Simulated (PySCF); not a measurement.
C₄H₇FS₂.
SMILES with atom numbers: `[F:1][CH2:2][CH:3]1[S:4][CH2:5][CH2:6][S:7]1` (hydrogens: H8, H9 on C2; H10 on C3; H11, H12 on C5; H13, H14 on C6)

Geometry (PBE0-D3(BJ)/def2-SVP, Å), atoms numbered from 1 in this order:
```
atom  x, y, z in Å
F1     2.7890    0.9343    0.6728
C2     1.9834    0.1679   -0.1221
C3     0.8402   -0.4059    0.6915
S4    -0.2863    0.8622    1.3373
C5    -1.3795    0.7943   -0.1075
C6    -1.6698   -0.6668   -0.3817
S7    -0.0971   -1.5861   -0.3583
H8     2.5819   -0.6546   -0.5533
H9     1.5906    0.7833   -0.9489
H10    1.2423   -0.9413    1.5654
H11   -2.2929    1.3534    0.1471
H12   -0.9063    1.2792   -0.9759
H13   -2.3423   -1.0797    0.3845
H14   -2.1235   -0.8140   -1.3742
```

Computed, not measured: core-valence-separated Tamm–Dancoff BHandHLYP/aug-pcX-1 (pcseg-1 on H, def2-SVPD on S) in PySCF, non-relativistic, gas phase, PBE0-D3(BJ)/def2-SVP geometry. The energies are unshifted.

The lowest roots of each edge with f over 0.003 (five at most, numbered afresh; weaker and dark ones are left out), with transition dipoles (au) in the frame of the coordinates:

```tsv
root	edge	E (eV)	f	μx	μy	μz
1	C	285.40	0.0486	-0.0645	0.0528	0.0029
2	C	285.60	0.0483	-0.0529	-0.0160	-0.0620
3	C	285.93	0.0608	0.0312	0.0722	0.0498
4	C	286.24	0.0396	0.0591	-0.0433	-0.0163
5	C	286.57	0.0110	0.0205	0.0337	0.0039
6	F	685.54	0.0260	0.0224	0.0226	0.0232
7	F	686.57	0.0089	0.0111	0.0106	0.0172
8	F	687.54	0.0037	0.0092	0.0104	0.0055
```

Task: Molecules are fixed in this frame and the field points along (0, 1, 1)/√2. What effective strengths 3 f cos²θ do the roots have (θ between field and μ)?

Result: root 1 (C6): 0.033, root 2 (C5): 0.064, root 3 (C3): 0.157, root 4 (C3): 0.037, root 5 (C5 + C6): 0.015, root 6 (F1): 0.053, root 7 (F1): 0.019, root 8 (F1): 0.006. Root 3 is the strongest. Averaged over all orientations cos²θ is 1/3, which gives f back.

One conformer stands for the species.
